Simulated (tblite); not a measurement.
Compound: C2H7Al2Cl2F.
Bonds: C1–Al2, Al2–C3, Al2–Cl4, Cl4–Al5, Al5–F6, Al5–Cl7, Al2–Cl7. Hydrogens: H8, H9, H10 on C1; H11, H12, H13 on C3; H14 on Al5.

Computed with GFN2-xTB (tblite), gas phase: L-BFGS steps from a force-field or distance-geometry start until the largest atomic force falls under 0.01 eV/Å.

Step 27: E = -655.4195 eV
```
atom  x, y, z in Å  |  force x, y, z in eV/Å
C1     -2.0400    1.0132   -0.1378   -0.023   0.023   0.008
Al2    -0.4653   -0.1794   -0.0319   -0.008   0.000  -0.022
C3     -0.2499   -2.1493    0.0255    0.025  -0.015  -0.005
Cl4     1.0421    0.6286   -1.5080   -0.020  -0.019  -0.049
Al5     2.3783    1.1710    0.1089    0.131  -0.069   0.033
F6      2.9388    2.7240    0.1011   -0.069  -0.040   0.002
Cl7     0.8395    0.7125    1.5759    0.051   0.017   0.035
H8     -2.0561    1.7114   -0.9804    0.010   0.008  -0.026
H9     -2.1908    1.6207    0.7609   -0.027   0.017   0.021
H10    -2.9350    0.3949   -0.2387   -0.061   0.009  -0.007
H11     0.5379   -2.5209    0.6891    0.037   0.000   0.013
H12    -0.0518   -2.5919   -0.9561    0.013   0.007  -0.030
H13    -1.1806   -2.6080    0.3712   -0.011   0.007   0.018
H14     3.4322    0.0729    0.1982   -0.049   0.054   0.010
```

Step 28: E = -655.4208 eV
```
atom  x, y, z in Å  |  force x, y, z in eV/Å
C1     -2.0431    1.0143   -0.1375    0.006   0.016   0.005
Al2    -0.4663   -0.1805   -0.0301   -0.051  -0.005  -0.039
C3     -0.2474   -2.1516    0.0232    0.028   0.006   0.006
Cl4     1.0414    0.6253   -1.5054   -0.011  -0.016  -0.065
Al5     2.3815    1.1679    0.1082    0.070  -0.054   0.034
F6      2.9307    2.7244    0.0982   -0.053  -0.033   0.003
Cl7     0.8368    0.7148    1.5734    0.059   0.019   0.049
H8     -2.0533    1.7145   -0.9795    0.007  -0.005  -0.011
H9     -2.1850    1.6231    0.7627   -0.045   0.000   0.002
H10    -2.9432    0.4024   -0.2400   -0.032   0.031   0.008
H11     0.5425   -2.5194    0.6865    0.038  -0.004   0.013
H12    -0.0475   -2.5942   -0.9584   -0.006   0.011  -0.012
H13    -1.1765   -2.6105    0.3735    0.001   0.001  -0.003
H14     3.4288    0.0690    0.2031   -0.012   0.033   0.011
```

Step 29: E = -655.4217 eV
```
atom  x, y, z in Å  |  force x, y, z in eV/Å
C1     -2.0454    1.0149   -0.1373    0.011   0.008   0.003
Al2    -0.4675   -0.1808   -0.0295   -0.059  -0.004  -0.044
C3     -0.2456   -2.1524    0.0220    0.024   0.015   0.014
Cl4     1.0411    0.6235   -1.5049   -0.001  -0.013  -0.057
Al5     2.3859    1.1646    0.1083   -0.010  -0.029   0.024
F6      2.9246    2.7240    0.0970   -0.038  -0.020   0.002
Cl7     0.8375    0.7162    1.5728    0.057   0.015   0.045
H8     -2.0517    1.7155   -0.9795    0.004  -0.011   0.000
H9     -2.1835    1.6242    0.7637   -0.051  -0.006  -0.011
H10    -2.9486    0.4064   -0.2407   -0.008   0.044   0.015
H11     0.5453   -2.5183    0.6855    0.032  -0.005   0.007
H12    -0.0454   -2.5948   -0.9600   -0.015   0.013   0.003
H13    -1.1746   -2.6109    0.3748    0.016  -0.001  -0.015
H14     3.4274    0.0674    0.2055    0.036  -0.006   0.012
```

Step 30: E = -655.4224 eV
```
atom  x, y, z in Å  |  force x, y, z in eV/Å
C1     -2.0466    1.0155   -0.1371    0.000   0.005   0.003
Al2    -0.4698   -0.1815   -0.0303   -0.042   0.000  -0.039
C3     -0.2438   -2.1529    0.0214    0.018   0.014   0.018
Cl4     1.0407    0.6217   -1.5058    0.005  -0.012  -0.039
Al5     2.3884    1.1616    0.1091   -0.070  -0.011   0.013
F6      2.9195    2.7230    0.0959   -0.026  -0.008   0.001
Cl7     0.8385    0.7179    1.5733    0.046   0.007   0.032
H8     -2.0499    1.7162   -0.9794    0.003  -0.010   0.005
H9     -2.1826    1.6248    0.7645   -0.049  -0.005  -0.016
H10    -2.9529    0.4109   -0.2408    0.007   0.047   0.016
H11     0.5484   -2.5172    0.6848    0.023  -0.003  -0.001
H12    -0.0442   -2.5950   -0.9611   -0.015   0.014   0.013
H13    -1.1726   -2.6119    0.3754    0.027  -0.002  -0.018
H14     3.4263    0.0665    0.2080    0.072  -0.037   0.013
```

Task: Estimate the geometry and energy of step 31. (The exact step hangs on the optimiser's Hessian estimate; all steps are aligned on step 30, rigid shifts and turns removed.)

Result: E = -655.4233 eV, largest force 0.111 eV/Å
```
atom  x, y, z in Å  |  force x, y, z in eV/Å
C1     -2.0479    1.0169   -0.1366   -0.016   0.007   0.003
Al2    -0.4741   -0.1833   -0.0326   -0.005   0.004  -0.027
C3     -0.2407   -2.1539    0.0208    0.010   0.010   0.018
Cl4     1.0400    0.6182   -1.5080    0.007  -0.013  -0.012
Al5     2.3888    1.1577    0.1103   -0.111  -0.001   0.000
F6      2.9119    2.7213    0.0934   -0.014   0.004  -0.001
Cl7     0.8390    0.7208    1.5742    0.022  -0.008   0.013
H8     -2.0465    1.7180   -0.9786    0.003  -0.004   0.006
H9     -2.1803    1.6259    0.7657   -0.042   0.001  -0.016
H10    -2.9592    0.4197   -0.2404    0.017   0.039   0.013
H11     0.5541   -2.5156    0.6833    0.012   0.001  -0.011
H12    -0.0422   -2.5954   -0.9625   -0.012   0.017   0.021
H13    -1.1682   -2.6152    0.3759    0.036  -0.003  -0.016
H14     3.4248    0.0644    0.2129    0.094  -0.055   0.010
```

The energy changes by -0.0009 eV. The first-order estimate −F·Δx gives -0.0012 eV and the mean of the old and new forces, exact on a quadratic surface, -0.0009 eV. The step makes an angle of 69° with the force vector and moves no atom by more than 0.011 Å.

The cost below is that of the whole relaxation. Time: 0.84 s wall. Hardware: an Arm Neoverse V2 with one thread, no GPU, shared host with 192 logical CPUs at a one-minute load of 41.
